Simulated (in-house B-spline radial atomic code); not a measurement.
A fraction x of an electron is removed from 4f in Er2+, starting from [Xe] 4f12 and keeping the highest spin. Computed with a B-spline radial code for spherical atoms: scalar-relativistic (X2C) PW91, spin-polarised, spherical fractional occupations, Fermi nucleus of rms radius 5.2516 fm.

```tsv
x	E(x) - E(0) (eV)	4f down level (eV)
0	0.0000	-16.736
0.12	2.1235	-18.664
0.17	3.0771	-19.483
0.34	6.6298	-22.330
0.4	8.0004	-23.358
0.5	10.4228	-25.095
0.55	11.6995	-25.975
0.68	15.2267	-28.298
0.86	20.6157	-31.594
0.91	22.2187	-32.526
1	25.2221	-34.219
```

The exact functional would give a straight line between the two integer points. Deviations E(x) - E(0) - x[E(1) - E(0)], in eV: -0.903 at x = 0.12, -1.211 at x = 0.17, -1.946 at x = 0.34, -2.088 at x = 0.4, -2.188 at x = 0.5, -2.173 at x = 0.55, -1.924 at x = 0.68, -1.075 at x = 0.86, -0.733 at x = 0.91.

The curve lies below the straight line by up to 2.188 eV (at x = 0.5): convex, the delocalisation error that favours fractional charges.

How well does Slater's transition state (minus the level at half occupation) give the ionisation energy?

It gives 25.095 eV against 25.222 eV from the two total energies; NIST lists 22.70 eV, ground level to ground level.
